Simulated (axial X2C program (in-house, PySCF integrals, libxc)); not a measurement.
# Working with the constants of SiSe

A bond curve at the CCSD(T) level, two-component, was computed with an in-house relativistic program for diatomic molecules (basis Se dyall-cv3z [8s9p6d4f1g], Si dyall-v3z [8s7p2d1f] (cores contracted in-house)) for the state Ω = 0 (closed shell). Its fit gives Re = 2.0819 Å, ωe = 570.8 cm⁻¹, ωexe = 1.61 cm⁻¹ and αe = 7.451e-04 cm⁻¹; the masses are 79.9165 and 27.9769 u. Two-component means X2C with spin–orbit coupling and atomic mean-field Coulomb and Gaunt terms.

Correlated methods: 10 electrons correlated (number of frozen shells: Se 3 s, 2 p, 1 d; Si 2 s, 1 p), 184 virtual spin orbitals or spinors in MP2, 90 natural virtuals in coupled cluster.

Question: Find the reduced mass, Be and the force constant.

Answer: From the CCSD(T) values: μ = 20.7225 u. Be = 16.8576/(μ Re²) = 0.1877 cm⁻¹. k = 5.8918×10⁻⁷ μ ωe² = 3.98 mdyn/Å.

Question: Estimate the centrifugal constant by the Kratzer relation.

Answer: D = 4Be³/ωe² = 8.12e-08 cm⁻¹.

Question: Give B0, the J = 1←0 line in GHz and the most populated J at 300 K (kT = 208.5 cm⁻¹).

Answer: B0 = Be − αe/2 = 0.1873 cm⁻¹; 2B0 = 11.23 GHz; J(max) ≈ √(kT/2B0) − 1/2 = 23.1, so J = 23.

Question: A Morse curve ties αe to the other constants (Pekeris). How well does that hold?

Answer: αe(Morse) = 6Be²/ωe × (√(ωexe/Be) − 1) = 7.142e-04 cm⁻¹; the CCSD(T) curve gives 7.451e-04 cm⁻¹, a ratio of 0.96.

Question: Estimate De from a Morse curve and compare with the computed well depth of 5.192 eV to Se + Si.

Answer: De(Morse) = ωe²/(4ωexe) = 6.273 eV against 5.192 eV computed, a ratio of 1.21. The extrapolation overshoots: the well softens faster than a Morse curve, or the lowest atomic limit lies below the one to which the curve heads.

Occupations by symmetry block were frozen at the best pattern of an incomplete PBE0 search. Dissociation energies refer to the lowest single-determinant-based atoms at the same level and basis. Coupled cluster ran in a truncated set of natural virtual spinors; the MP2 energy of the rest was added. (T) has no such correction and the atoms are truncated less, which lowers De at CCSD(T) by a hundredth of an eV or more. The 2c atoms are single determinants rather than J levels; their spin–orbit lowering is only partly caught, and De is too large by that part. This holds for CCSD(T).
